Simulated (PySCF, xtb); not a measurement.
Ga(F)(Br)(OH) (BrFGaHO), SMILES [Ga]([OH])([Br])[F]. Other conformers were not sampled.

Harmonic wavenumbers (cm⁻¹) from GFN2-xTB (xtb) at its own minimum, in rising order: 90, 127, 138, 299, 319, 462, 555, 630, 3589.

Question: What does PBE0-D3(BJ)/def2-SVP (PySCF 2.14.0) give at its own minimum? (Estimate from the structure and the level; the computed values follow.)

Answer: 130, 171, 177, 324, 350, 703, 754, 835, 3895. Paired by order, the mean absolute difference is 126 cm⁻¹ and the zero-point energies are 8.9 and 10.5 kcal/mol.
